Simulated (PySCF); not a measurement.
## Core-level binding energies of `CP1CCC([SiH3])=C1[SiH3]`

Compound: C5H13PSi2.
Bonds: C1–P2, P2–C3, C3–C4, C4–C5, C5–Si6, C5–C7 (double), C7–Si8, P2–C7. Hydrogens: H9, H10, H11 on C1; H12, H13 on C3; H14, H15 on C4; H16, H17, H18 on Si6; H19, H20, H21 on Si8.

Theory: delta-SCF UKS SCAN, pcX-2 on the ionised atom, pcseg-1 elsewhere, spin-free X2C (PySCF). Binding energies are ΔSCF values: E(core-ionised, relaxed orbitals) − E(ground state) at a fixed geometry, referred to the vacuum level.

Task: Give the core binding energies atom by atom.

Result: 
| atom(s) | bonded to | level | binding energy (eV) | 2p1/2 (eV) | above the level's lowest (eV) | count |
| --- | --- | --- | --- | --- | --- | --- |
| Si8 | C and 3 H | Si 2p3/2 | 106.44 | 107.06 | 0.00 | 1 |
| Si6 | C and 3 H | Si 2p3/2 | 106.51 | 107.13 | +0.07 | 1 |
| P2 | 3 C | P 2p3/2 | 135.73 | 136.62 | 0.00 | 1 |
| C7 | C (double bond), P and Si | C 1s | 289.51 | – | 0.00 | 1 |
| C5 | C (double bond), C and Si | C 1s | 289.80 | – | +0.29 | 1 |
| C1 | 3 H and P | C 1s | 290.23 | – | +0.72 | 1 |
| C3 | C, 2 H and P | C 1s | 290.30 | – | +0.79 | 1 |
| C4 | 2 C and 2 H | C 1s | 290.69 | – | +1.18 | 1 |
| Si8 | C and 3 H | Si 1s | 1846.21 | – | 0.00 | 1 |
| Si6 | C and 3 H | Si 1s | 1846.26 | – | +0.05 | 1 |
| P2 | 3 C | P 1s | 2149.34 | – | 0.00 | 1 |

The listed C 1s values span 1.18 eV, from C7 (bonded to C (double bond), P and Si) to C4 (bonded to 2 C and 2 H).

The 2 Si 1s values lie within 0.05 eV of each other; Gaussian lines of 0.5 eV full width would blend them into one maximum.

The 2 Si 2p3/2 values lie within 0.07 eV of each other.

Task: Which photon energy gives electrons from C 1s of C4 a kinetic energy of 150 eV, and what is their de Broglie wavelength?

Result: hν = 290.69 + 150 = 440.69 eV, recoil neglected; λ = 12.264 Å/√(E/eV) = 1.00 Å.

2p3/2 and 2p1/2 are the ΔSCF energy of one spin-free 2p hole plus the eigenvalues of a spin–orbit and ligand-field matrix of the shell. 2p1/2 minus 2p3/2 (ligand field included): P 0.90 eV, Si 0.62 eV. One conformer (not necessarily the lowest) at the PBE0-D3(BJ)/def2-SVP geometry, without solvent, vibrations or thermal averaging.
